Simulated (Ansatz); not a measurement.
Consider the homolysis of the F–Si bond: `N[Si](F)(F)Cl` → F• + `N[Si](F)Cl`•.

Gas-phase electronic energies from Ansatz, PBE0-D4/def2-TZVP geometries. CBS: MP2 limit from def2 TZ/QZ plus the TZ coupled-cluster correction, frozen cores. This one scheme is used for every species, atoms too. Functionals use def2-TZVPP. No spin–orbit coupling; open shells (•) take unrestricted orbitals. Spin–orbit coupling would lower the free atoms: a little for F. One conformer a species, not always the lowest.

(1) What is ΔE at CCSD(T)/CBS? (An estimate is asked.)

(2) What do these levels give: r2SCAN-D4, r2SCANh-D4, CAM-B3LYP-D4, LC-ωPBE, SCS-MP2/def2-QZVPP, MP2/CBS(def2)? (Estimate.)

Largest T1 diagnostic among the species: 0.013.

Results:

(1) Ansatz gave: +164.6 kcal/mol.

(2) Ansatz gave: r2SCAN-D4 158.1, r2SCANh-D4 156.9, CAM-B3LYP-D4 161.3, LC-ωPBE 159.9, SCS-MP2/def2-QZVPP 167.0, MP2/CBS(def2) 172.0 kcal/mol.

At CCSD(T), def2-SVP lies −13.5 kcal/mol from the extrapolated value and def2-TZVPP −4.3 kcal/mol: correlation converges slowly with the basis, and small sets miss more of it in the bonded molecule than in its fragments. From BLYP to BHLYP (50 % exact exchange), in def2-TZVPP and without D4, ΔE moves by −1.6 kcal/mol: exact exchange takes away binding that semilocal exchange gives to molecules. The D4 term adds +1.3 kcal/mol with B3LYP and +0.7 kcal/mol with PBE0; it sums over pairs of atoms, weighted by their polarisabilities, and B3LYP, whose exchange is more repulsive, gets the larger term.

B3LYP here is the variant with VWN-RPA as its local correlation; programs differ in this.
